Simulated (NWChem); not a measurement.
Species: CH3FO2Si; SMILES O=C[Si@@H](O)F

```xyz
8

O      0.1346    -2.0255     0.3591
C      0.7878    -1.1835    -0.2450
Si    -0.0543     0.5591    -0.4174
O     -1.5602     0.2521     0.2012
F      0.8090     1.5964     0.5113
H      1.8213    -1.4419    -0.6309
H     -0.1302     1.1636    -1.7786
H     -1.5332    -0.6287     0.6393
```
Atoms are numbered in this order, from 1.

Program: NWChem. Pople sets run with spherical d functions. Medium grid unless said otherwise, to which SCAN and Minnesota functionals are sensitive. Structure relaxed at the PBE-D3(BJ)/def2-SVP level.

For level M06/6-31G*:

| Quantity | Value |
|---|---|
| highest occupied level (eV) | -7.67 |
| orbital gap (eV) | 5.72 |

### Question
Estimate the same quantities for level LC-wPBE (HJS exchange hole, range parameter 0.4 per bohr)/6-31G*.

### Answer
The highest occupied level (eV) is -10.30 and the orbital gap (eV) is 10.81.
